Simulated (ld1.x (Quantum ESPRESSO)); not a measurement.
**zinc (Zn), TM: configuration errors across variants**

ld1.x (Quantum ESPRESSO) 7.5 input, shortened:

```
&input
   title='Zn', zed=30., rel=2, dft='PBE', iswitch=3,
   config='[Ar] 3d9 4s0 4p0', rel_dist='average'
 /
 &inputp
   pseudotype=2, tm=.true., lloc=1,
   nlcc=.false.
 /
3
3S  1  0   2.00   0.00  1.20  1.20  0.0
3D  3  2   9.00   0.00  0.70  0.70  0.0
3P  2  1   6.00   0.00  1.05  1.05  0.0
 &test
   configts(1)='3s2 3p6 3d9 4s0 4p0'
 /
```

Open shells are filled in proportion to 2j + 1 (rel_dist='average').

All-electron excitation energies from the reference (eV): (1) 3s2 3p6 3d10 4s2 4p0 -68.865; (2) 3s2 3p6 3d10 4s1 4p0 -58.977; (3) 3s2 3p6 3d10 4s0 4p0 -40.534; (4) 3s2 3p6 3d10 4s0 4p2 -58.309; (5) 3s2 3p6 3d9 4s2 4p1 -56.622; (6) 3s2 3p6 3d10 4s0 4p1 -52.654; (7) 3s2 3p6 3d8 4s0 4p0 61.813.

The file “base” misses its own reference levels by 2.1 eV. The file “core correction a·sin(br)/r model core inside 0.36 bohr” misses its own reference levels by 2.1 eV. The file “core correction a·sin(br)/r model core inside 0.58 bohr” misses its own reference levels by 2.1 eV. The file “core correction a·sin(br)/r model core inside 0.70 bohr” misses its own reference levels by 2.1 eV. The file “core correction a·sin(br)/r model core inside 0.82 bohr” misses its own reference levels by 2.1 eV.

Errors AE − PS in meV (a dash: test not solved or not reliable):

```csv
change,(1),(2),(3),(4),(5),(6),(7),bound ghosts
base,+1219,+787,+4.8,+52,+1825,+41,+16,not determined
core correction a·sin(br)/r model core inside 0.36 bohr,+1215,+786,+4.7,+52,+1813,+41,+16,not determined
core correction a·sin(br)/r model core inside 0.58 bohr,+1219,+787,+4.9,+52,+1823,+41,+16,not determined
core correction a·sin(br)/r model core inside 0.70 bohr,+1219,+787,+4.8,+52,+1825,+41,+16,not determined
core correction a·sin(br)/r model core inside 0.82 bohr,+1219,+787,+4.8,+52,+1825,+41,+16,not determined
```

Task: Give the same row for: core correction a·sin(br)/r model core inside 0.50 bohr.

Result: +1217, +786, +4.8, +52, +1819, +41, +16; bound ghosts: not determined.
